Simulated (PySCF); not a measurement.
## Vibration and rotation of In₂

PBE0 constants of In₂, ³Πu (triplet), unpaired electrons σ ↑, π ↑ (basis In cc-pVTZ-PP with ECP28; scalar-relativistic core potentials; PySCF 2.14; masses 114.9039 and 114.9039 u):

| Property | Result |
| --- | --- |
| ωe | 113.3 cm⁻¹ |
| ωexe | 0.271 cm⁻¹ |
| Be | 0.031687 cm⁻¹ |
| αe | 0.000116 cm⁻¹ |
| D (centrifugal) | 9.91e-09 cm⁻¹ |
| De to In + In | 1.28 eV |

(1) Give the vibrational terms G(v) and spacings up to v = 6.

(2) How well does the Morse estimate ωe²/(4ωexe) reproduce De, and what is D0?

These are scalar-relativistic numbers at best; spin–orbit coupling would shift them, the dissociation energy most. The state is the lowest determinant that a PBE0 search found; another state may lie lower at other levels.

## Answers

(1) G(v) = ωe(v+½) − ωexe(v+½)².

```csv
v,G(v) (cm⁻¹),G(v) − G(v−1),Bv (cm⁻¹)
0,56.6,,0.03163
1,169.3,112.8,0.03151
2,281.6,112.2,0.03140
3,393.2,111.7,0.03128
4,504.4,111.1,0.03116
5,615.0,110.6,0.03105
6,725.0,110.0,0.03093
```

(2) It gives 1.47 eV, 115 % of the computed De. D0 = De − G(0) = 1.28 − 0.01 = 1.27 eV.
